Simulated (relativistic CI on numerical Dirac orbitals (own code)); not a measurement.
# Forbidden lines of Ir XXVI

These numbers are calculated, not measured: Dirac-Coulomb-Breit CI, orbitals from a KLI potential per configuration, a model potential for QED, unscaled Slater integrals (own radial code, finite nucleus).

CI space (outside the closed core [Ar] 3d10 4p6 4d10): 4s2.4f6, 4s2.4f5.5s, 4s2.4f4.5s2, 4s.4f7, 4s2.4f5.6s, 4f8. Levels of other configurations are missing.

```tsv
λ vac (nm)	Lower	Upper	Type	A (s⁻¹)	gf	Branching (%)
105.27	4s2.4f6 7F_1 [2]	4s2.4f6 5G_2 [25]	M1	2.77e+02	2.30e-07	23.1
128.50	4s2.4f6 7F_3 [4]	4s2.4f6 5G_3 [26]	M1	1.09e+02	1.89e-07	8.7
129.29	4s2.4f6 7F_3 [4]	4s2.4f6 5G_2 [25]	M1	6.69e+02	8.38e-07	55.8
135.52	4s2.4f6 7F_2 [3]	4s2.4f6 5D_3 [19]	M1	8.94e+01	1.72e-07	13.7
136.17	4s2.4f6 7F_3 [4]	4s2.4f6 5F_4 [22]	M1	8.89e+01	2.22e-07	42.8
138.59	4s2.4f6 7F_1 [2]	4s2.4f6 5G_2 [12]	M1	5.93e+02	8.54e-07	58.6
141.02	4s2.4f6 7F_4 [5]	4s2.4f6 5G_3 [26]	M1	9.62e+02	2.01e-06	76.5
151.53	4s2.4f6 7F_2 [3]	4s2.4f6 5G_3 [14]	M1	4.57e+02	1.10e-06	46.9
159.38	4s2.4f6 7F_6 [7]	4s2.4f6 5K_5 [27]	M1	3.82e+02	1.60e-06	75.2
159.58	4s2.4f6 7F_2 [3]	4s2.4f6 5G_2 [12]	M1	4.01e+02	7.66e-07	39.7
163.98	4s2.4f6 7F_5 [6]	4s2.4f6 5F_4 [22]	M1	7.17e+01	2.60e-07	34.6
164.53	4s2.4f6 7F_3 [4]	4s2.4f6 5H_4 [17]	M1	3.08e+02	1.12e-06	32.2
165.91	4s2.4f6 7F_6 [7]	4s2.4f6 5H_7 [24]	M1	1.23e+02	7.59e-07	38.3
170.30	4s2.4f6 7F_4 [5]	4s2.4f6 5D_3 [19]	M1	4.36e+02	1.33e-06	67.1
172.91	4s2.4f6 7F_3 [4]	4s2.4f6 5G_3 [14]	M1	5.14e+02	1.61e-06	52.9
185.63	4s2.4f6 7F_4 [5]	4s2.4f6 5H_4 [17]	M1	6.17e+02	2.87e-06	64.6
193.58	4s2.4f6 7F_3 [4]	4s2.4f6 5D_2 [11]	M1	1.20e+03	3.38e-06	84.3
194.00	4s2.4f6 7F_4 [5]	4s2.4f6 5H_5 [15]	M1	1.87e+02	1.16e-06	20.0
206.92	4s2.4f6 7F_5 [6]	4s2.4f6 5H_4 [17]	M1	2.89e+01	1.67e-07	3.0
207.86	4s2.4f6 7F_5 [6]	4s2.4f6 5L_6 [16]	M1	1.02e+02	8.62e-07	12.5
217.38	4s2.4f6 7F_5 [6]	4s2.4f6 5H_5 [15]	M1	5.78e+02	4.51e-06	61.7
222.84	4s2.4f6 7F_6 [7]	4s2.4f6 5L_6 [16]	M1	4.06e+02	3.93e-06	49.6
228.86	4s2.4f6 7F_2 [3]	4s2.4f6 5D_1 [9]	M1	1.55e+03	3.65e-06	86.8
233.82	4s2.4f6 7F_6 [7]	4s2.4f6 5H_5 [15]	M1	1.16e+02	1.05e-06	12.4
247.40	4s2.4f6 7F_6 [7]	4s2.4f6 5L_7 [13]	M1	4.09e+01	5.62e-07	25.0
251.09	4s2.4f6 5D_1 [9]	4s2.4f6 5D_0 [23]	M1	2.51e+03	2.37e-06	94.9
277.81	4s2.4f6 7F_1 [2]	4s2.4f6 7F_0 [8]	M1	2.01e+03	2.32e-06	100.0
346.74	4s2.4f6 7F_5 [6]	4s2.4f6 5L_6 [10]	M1	2.85e+01	6.67e-07	13.8
390.55	4s2.4f6 7F_6 [7]	4s2.4f6 5L_6 [10]	M1	1.77e+02	5.28e-06	86.2
428.93	4s2.4f6 5G_2 [12]	4s2.4f6 5G_3 [26]	M1	1.30e+02	2.51e-06	10.3
437.81	4s2.4f6 5G_2 [12]	4s2.4f6 5G_2 [25]	M1	1.81e+02	2.60e-06	15.1
500.58	4s2.4f6 5H_5 [15]	4s2.4f6 5K_5 [27]	M1	6.43e+01	2.66e-06	12.6
503.66	4s2.4f6 5L_7 [13]	4s2.4f6 5H_7 [24]	M1	1.06e+02	6.04e-06	33.1
518.94	4s2.4f6 5L_6 [10]	4s2.4f6 5L_6 [16]	M1	3.09e+02	1.62e-05	37.8
581.67	4s2.4f6 7F_0 [8]	4s2.4f6 5D_1 [9]	M1	2.32e+02	3.53e-06	13.0
582.67	4s2.4f6 5L_6 [10]	4s2.4f6 5H_5 [15]	M1	5.57e+01	3.12e-06	5.9
620.27	4s2.4f6 5D_1 [9]	4s2.4f6 5D_2 [11]	M1	2.14e+02	6.17e-06	15.0
649.36	4s2.4f6 5L_6 [16]	4s2.4f6 5H_7 [24]	M1	8.31e+01	7.88e-06	26.0
675.00	4s2.4f6 5L_6 [10]	4s2.4f6 5L_7 [13]	M1	1.23e+02	1.26e-05	75.0
715.71	4s2.4f6 5D_2 [11]	4s2.4f6 5D_3 [19]	M1	1.12e+02	6.01e-06	17.2
1005.0	4s2.4f6 7F_0 [1]	4s2.4f6 7F_1 [2]	M1	7.22e+01	3.28e-06	100.0
1053.5	4s2.4f6 7F_1 [2]	4s2.4f6 7F_2 [3]	M1	8.17e+01	6.79e-06	100.0
1148.6	4s2.4f6 5L_7 [13]	4s2.4f6 5L_8 [18]	M1	3.51e+01	1.18e-05	100.0
1225.7	4s2.4f6 7F_2 [3]	4s2.4f6 7F_3 [4]	M1	5.34e+01	8.42e-06	100.0
1447.3	4s2.4f6 7F_3 [4]	4s2.4f6 7F_4 [5]	M1	2.89e+01	8.15e-06	100.0
```

Terms are leading LS components. Brackets give the number of a level in order of energy, since labels repeat. The list gives strong lines, with weight on those to low levels, among the lowest 200 of 2143 levels, so that lines to higher ones, which can be the strongest, are missing. Levels whose partners in the same complex of configurations lie outside the list can be far off, and so can their lines. Rates are taken at the computed energies, electric ones in the length gauge.

At this charge energies of transitions that change n are usually good to better than 1 %, and those within a shell (Δn = 0) to a few per cent. Terms inside the open d or f shell come out 10 to 20 % too wide with unscaled integrals.

LS names give the leading component of a level, which can be under half, so a name can repeat, a term be missing and a line seem to break the LS rules.
